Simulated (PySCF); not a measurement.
Simulation results for CH$_{4}$BGe, GeH$_{6}$N$_{2}$Si, BGeH$_{7}$OSi, CH$_{5}$ClGeO and others

Computed with PySCF 2.14.0. Calculation on a computer-drawn molecule: optimised geometry and harmonic frequencies of an isolated molecule of the commonest isotopes, restricted reference for singlets and unrestricted otherwise, frozen core in MP2; on germanium a core potential holds 10 electrons, which the energies leave out, and 3d is frozen in MP2 and coupled-cluster steps.

Common to all runs: charge 0; method HF; basis and core potential on germanium cc-pVDZ-PP ECP10MDF.

(1) CH$_{4}$BGe

Start structure:
```xyz
7
CH4BGe
B     -2.6674    -0.8164    -0.6525
C     -1.5724    -1.6822    -0.2894
Ge    -0.3546    -0.7796     1.0659
H     -3.4868    -0.0844    -0.8367
H     -1.3992    -2.6521    -0.3868
H     -0.4266    -1.6586     2.2304
H     -1.0815     0.4724     1.4816
```

| Quantity | Value |
| --- | --- |
| multiplicity | 2 |
| basis | cc-pVDZ |
| rotational constants | 35.06, 4.457, 4.034 GHz |
| total energy | -358.1667 hartree |
| spin squared | 0.7829 |
| convergence status largest gradient component | 1.458e-05 hartree/bohr |

Drawn bonds:
```csv
atom,other atom,order
1,2,2
2,3,1
1,4,1
2,5,1
3,6,1
3,7,1
```

Optimised structure:
```xyz
7
CH4BGe
B     -2.6810    -0.8449    -0.6483
C     -1.6370    -1.6296    -0.2012
Ge    -0.4515    -0.8223     1.1016
H     -3.5438    -0.1182    -0.9806
H     -1.4068    -2.6383    -0.5203
H     -0.2865    -1.7115     2.3481
H     -0.9820     0.5639     1.5132
```

Modes:
```csv
frequency (cm⁻¹),reduced mass (dalton)
135.8,2.066
229.6,1.503
546.4,1.118
587.3,3.506
633.2,1.189
700.4,1.35
735.7,1.159
865.2,1.365
920.7,1.042
1027,1.213
1512,5.642
2156,1.016
2171,1.024
2938,1.13
3363,1.092
```

(2) GeH$_{6}$N$_{2}$Si

Start structure:
```xyz
10
GeH6N2Si
N      1.2695     1.9449     0.3019
Ge    -0.3320     1.3718    -0.2385
N     -0.8610    -0.1173    -0.9350
Si    -0.0610    -1.5516    -1.2927
H      1.4646     2.8288     0.6103
H      2.1016     1.3212     0.2501
H     -1.2510     2.4616     0.0258
H     -1.1542    -2.4681    -1.6512
H      0.6377    -2.1216    -0.1549
H      0.8550    -1.3825    -2.3586
```

| Property | Result |
| --- | --- |
| multiplicity | 1 |
| basis | cc-pV(D+d)Z |
| rotational constants | 9.567, 1.86, 1.586 GHz |
| total energy | -694.6937 hartree |
| convergence status largest gradient component | 1.087e-05 hartree/bohr |

Drawn bonds:
```csv
atom,other atom,order
1,2,1
2,3,2
3,4,1
1,5,1
1,6,1
2,7,1
4,8,1
4,9,1
4,10,1
```

Optimised structure:
```xyz
10
GeH6N2Si
N      1.1705     1.7783     0.5404
Ge    -0.3032     1.4622    -0.4041
N     -0.7501     0.0555    -1.1797
Si    -0.0545    -1.4834    -1.3633
H      1.3638     2.6574     0.9774
H      1.8822     1.0886     0.6826
H     -1.1465     2.7216    -0.4072
H     -0.9373    -2.5440    -0.8120
H      1.2682    -1.6448    -0.6811
H      0.1761    -1.8041    -2.7958
```

Modes:
```csv
frequency (cm⁻¹),reduced mass (dalton)
60.18,1.246
97.96,3.857
115.7,1.264
148.1,2.393
261.4,4.419
394.1,1.153
605.5,5.036
608.8,1.052
751.4,1.205
781.3,1.191
789,2.574
806.3,1.651
932.6,1.181
1038,1.049
1042,1.047
1080,1.123
1229,10.11
1665,1.119
2205,1.044
2262,1.05
2287,1.024
2313,1.02
3789,1.048
3908,1.101
```

(3) BGeH$_{7}$OSi

Start structure:
```xyz
11
BGeH7OSi
O      1.2319    -1.5023    -1.6370
B      0.5002    -1.0438    -0.6166
Ge    -0.8602     0.4641    -0.7707
Si    -0.5615     2.5551     0.1919
H      1.0331    -1.1379    -2.5012
H      0.6903    -1.6127     0.3953
H     -2.2368    -0.0340    -0.3863
H     -1.1132     0.6668    -2.2687
H      0.6156     3.2128    -0.2890
H     -0.4811     2.3851     1.7008
H     -1.7242     3.4311    -0.0030
```

| Property | Result |
| --- | --- |
| multiplicity | 1 |
| basis | cc-pV(D+d)Z |
| rotational constants | 6.385, 1.649, 1.418 GHz |
| total energy | -685.9747 hartree |
| convergence status largest gradient component | 8.531e-06 hartree/bohr |

Drawn bonds:
```csv
atom,other atom,order
1,2,1
2,3,1
3,4,1
1,5,1
2,6,1
3,7,1
3,8,1
4,9,1
4,10,1
4,11,1
```

Optimised structure:
```xyz
11
BGeH7OSi
O      1.2871    -1.4515    -1.5996
B      0.5008    -1.0028    -0.6045
Ge    -1.0181     0.4211    -0.8897
Si    -0.5568     2.5074     0.2257
H      1.0977    -1.0934    -2.4539
H      0.7226    -1.4528     0.4868
H     -2.3558    -0.1124    -0.3506
H     -1.2208     0.7160    -2.3919
H      0.6985     3.1000    -0.2975
H     -0.3987     2.2828     1.6827
H     -1.6624     3.4699     0.0080
```

Modes:
```csv
frequency (cm⁻¹),reduced mass (dalton)
45.61,3.947
89.36,1.081
116.1,2.451
235.8,2.533
351.5,2.619
367.1,1.852
483.6,1.722
502.9,1.11
609.9,1.776
652.1,1.406
738.2,1.108
744.9,1.127
903.5,1.205
951,1.058
981.4,1.097
1026,1.036
1027,1.037
1080,1.115
1252,1.3
1388,6.634
2156,1.021
2187,1.019
2299,1.044
2304,1.04
2307,1.037
2699,1.094
4156,1.067
```

(4) CH$_{5}$ClGeO

Start structure:
```xyz
9
CH5ClGeO
C     -0.6979     3.3362     0.4059
O     -0.6706     1.9586     0.7465
Ge    -0.2630     1.1314     2.2480
Cl     1.6229     1.8342     2.8159
H     -0.8135     3.4120    -0.7124
H      0.1953     3.7870     0.6999
H     -1.5308     3.7771     0.8961
H     -0.1709    -0.2794     1.7458
H     -1.2635     1.4485     3.2947
```

| Property | Result |
| --- | --- |
| multiplicity | 1 |
| basis | cc-pV(D+d)Z |
| rotational constants | 5.44, 2.486, 1.816 GHz |
| total energy | -868.5761 hartree |
| convergence status largest gradient component | 1.49e-05 hartree/bohr |

Drawn bonds:
```csv
atom,other atom,order
1,2,1
2,3,1
3,4,1
1,5,1
1,6,1
1,7,1
3,8,1
3,9,1
```

Optimised structure:
```xyz
9
CH5ClGeO
C     -0.6955     3.2982     0.4124
O     -0.5744     1.9104     0.5926
Ge    -0.2749     1.1386     2.1418
Cl     1.6296     1.8403     2.9143
H     -0.9728     3.4755    -0.6261
H      0.2475     3.8113     0.6150
H     -1.4726     3.7252     1.0549
H     -0.1567    -0.3456     1.8699
H     -1.3222     1.5517     3.1656
```

Modes:
```csv
frequency (cm⁻¹),reduced mass (dalton)
76.57,2.83
106.7,1.162
190.4,3.952
278.6,4.651
424.7,40.08
593.3,1.202
676.1,4.187
732.6,1.167
868.6,1.057
927.8,1.03
1208,6.677
1269,1.271
1295,1.364
1592,1.138
1599,1.046
1606,1.048
2280,1.021
2323,1.02
3161,1.037
3233,1.102
3275,1.104
```

(5) BGeH$_{6}$N

Start structure:
```xyz
9
BGeH6N
B     -1.4527    -2.5251    -0.2028
Ge    -0.8682    -0.6155     0.0898
N     -2.2819     0.3701     0.7098
H     -2.5075    -2.8550    -0.1826
H     -0.6209    -3.3650    -0.5455
H     -0.2435     0.0494    -1.1286
H      0.1048    -0.3558     1.1599
H     -3.1976     0.2411     0.2404
H     -2.2117     1.3442     0.7942
```

| Property | Result |
| --- | --- |
| multiplicity | 1 |
| basis | cc-pVDZ |
| rotational constants | 13.65, 5.838, 4.363 GHz |
| total energy | -375.9746 hartree |
| convergence status largest gradient component | 2.171e-05 hartree/bohr |

Drawn bonds:
```csv
atom,other atom,order
1,2,1
2,3,1
1,4,1
1,5,1
2,6,1
2,7,1
3,8,1
3,9,1
```

Optimised structure:
```xyz
9
BGeH6N
B     -1.4119    -2.5465    -0.2321
Ge    -0.8953    -0.5556     0.0892
N     -2.3521     0.3670     0.7638
H     -2.5513    -2.8691    -0.4222
H     -0.5707    -3.4000    -0.2659
H     -0.3724     0.0361    -1.2421
H      0.2253    -0.3901     1.1246
H     -3.1730     0.3033     0.1853
H     -2.1778     1.3433     0.9339
```

Modes:
```csv
frequency (cm⁻¹),reduced mass (dalton)
109.6,1.126
175.3,1.681
214.8,1.303
418.4,1.091
570.2,3.938
619.3,1.316
649.2,1.196
694.2,3.038
767.3,1.207
840.6,1.118
956.4,1.049
975.5,1.305
999.8,1.141
1260,1.144
1703,1.094
2139,1.021
2211,1.018
2681,1.053
2765,1.126
3726,1.051
3814,1.093
```

(6) BGeH$_{3}$O$_{2}$

Start structure:
```xyz
7
BGeH3O2
O      1.0435     2.7675     0.3632
B      1.2271     1.6431     0.3066
Ge     1.5490    -0.3258     0.2145
O      0.7417    -1.0412    -1.0851
H      1.1257    -1.1176     1.5455
H      2.9422    -0.6939    -0.0223
H     -0.1960    -0.9689    -1.1154
```

| Item | Value |
| --- | --- |
| multiplicity | 1 |
| basis | cc-pVDZ |
| rotational constants | 12.02, 2.543, 2.167 GHz |
| total energy | -469.6072 hartree |
| convergence status largest gradient component | 3.548e-05 hartree/bohr |

Drawn bonds:
```csv
atom,other atom,order
1,2,2
2,3,1
3,4,1
3,5,1
3,6,1
4,7,1
```

Optimised structure:
```xyz
7
BGeH3O2
O      1.0366     2.8093     0.3949
B      1.2374     1.6424     0.3305
Ge     1.5734    -0.4024     0.2416
O      0.7017    -1.0692    -1.1525
H      1.0852    -1.0323     1.5432
H      3.0412    -0.6783    -0.0282
H     -0.2423    -1.0063    -1.1226
```

Modes:
```csv
frequency (cm⁻¹),reduced mass (dalton)
136.2,4.232
199.9,1.291
287.8,2.872
404.2,10.53
431.4,15.93
575.4,1.46
735.3,1.139
745.8,6.741
862.1,1.095
940.8,1.027
971.2,1.108
2141,12.38
2258,1.021
2301,1.019
4156,1.067
```

(7) AlBClGeH$_{5}$

Start structure:
```xyz
9
AlBClGeH5
Cl    -3.5040    -0.0421    -0.8487
Al    -2.0223    -1.2001    -0.1516
B     -0.1987    -1.1516    -1.2059
Ge     1.0900     0.3746    -1.0386
H     -2.2924    -1.9218     1.1740
H      0.0773    -1.8768    -2.1227
H      2.5388    -0.0074    -1.0131
H      0.9530     1.2696     0.1482
H      1.0332     1.3314    -2.1919
```

| Property | Result |
| --- | --- |
| multiplicity | 1 |
| basis | cc-pV(D+d)Z |
| rotational constants | 7.12, 0.7036, 0.6663 GHz |
| total energy | -1022.4239 hartree |
| convergence status largest gradient component | 9.632e-06 hartree/bohr |

Drawn bonds:
```csv
atom,other atom,order
1,2,1
2,3,1
3,4,1
2,5,1
3,6,1
4,7,1
4,8,1
4,9,1
```

Optimised structure:
```xyz
9
AlBClGeH5
Cl    -3.7717    -0.1712    -0.7468
Al    -2.0360    -1.2250    -0.1108
B     -0.2764    -0.9999    -1.2957
Ge     1.1961     0.4718    -1.0621
H     -2.1801    -2.0728     1.2075
H     -0.0559    -1.7615    -2.2005
H      2.5384    -0.2048    -0.7403
H      0.8994     1.4736     0.0644
H      1.3611     1.2656    -2.3660
```

Modes:
```csv
frequency (cm⁻¹),reduced mass (dalton)
36.45,1.984
43.93,1.772
109.9,3.571
146.9,3.281
383.7,2.979
448.6,1.137
459.3,1.087
513.1,8.292
610.1,1.448
630.2,1.428
686.5,2.846
739,1.416
903.2,1.049
934.6,1.251
972.2,1.102
974.5,1.021
2014,1.043
2189,1.023
2195,1.023
2211,1.012
2687,1.09
```

(8) CH$_{7}$GeNSi

Start structure:
```xyz
11
CH7GeNSi
Si     0.8368    -0.6190     2.0440
C     -0.3505    -0.7370     0.6462
N     -0.1044     0.2122    -0.3779
Ge     0.5145     0.1718    -1.9246
H      0.8137     0.7839     2.5478
H      0.4486    -1.6362     3.1133
H      2.2194    -0.9007     1.5000
H     -1.3494    -0.5869     0.9787
H     -0.3859    -1.7473     0.2109
H      0.9603    -0.8974    -2.9616
H      0.5342     1.5787    -2.5439
```

| Property | Result |
| --- | --- |
| multiplicity | 1 |
| basis | cc-pV(D+d)Z |
| total energy | ? |
| rotational constants | ? |

Drawn bonds:
```csv
atom,other atom,order
1,2,1
2,3,1
3,4,2
1,5,1
1,6,1
1,7,1
2,8,1
2,9,1
4,10,1
4,11,1
```

Questions
1. What total energy does the calculation give for CH$_{7}$GeNSi (entry 8)?
2. Estimate the rotational constants of CH$_{7}$GeNSi (entry 8).

## Answers
1. -678.6211 hartree
2. 13.64, 1.234, 1.201 GHz

Further results for CH$_{7}$GeNSi (entry 8):

| Quantity | Value |
| --- | --- |
| convergence status largest gradient component | 8.027e-06 hartree/bohr |

Optimised structure:
```xyz
11
CH7GeNSi
Si     0.8449    -0.6177     2.0082
C     -0.3742    -0.7242     0.5589
N     -0.1234     0.3752    -0.3454
Ge     0.4621     0.2527    -1.9141
H      0.7328     0.6900     2.6917
H      0.5698    -1.6980     2.9928
H      2.2306    -0.7850     1.5036
H     -1.3854    -0.6265     0.9726
H     -0.3182    -1.7281     0.1115
H      0.7926    -1.0441    -2.6527
H      0.7058     1.5278    -2.6941
```

Modes:
```csv
frequency (cm⁻¹),reduced mass (dalton)
69.48,4.466
161.5,1.202
215.2,2.088
245.1,2.176
435,1.575
535.9,1.078
564.6,1.062
586.8,1.476
662.1,1.312
779.8,2.531
834.2,3.43
926.6,1.04
937.6,1.52
1014,1.118
1028,1.045
1030,1.041
1251,2.828
1326,1.507
1356,1.315
1570,1.092
2232,1.021
2279,1.045
2294,1.038
2310,1.02
2321,1.036
3098,1.065
3162,1.095
```
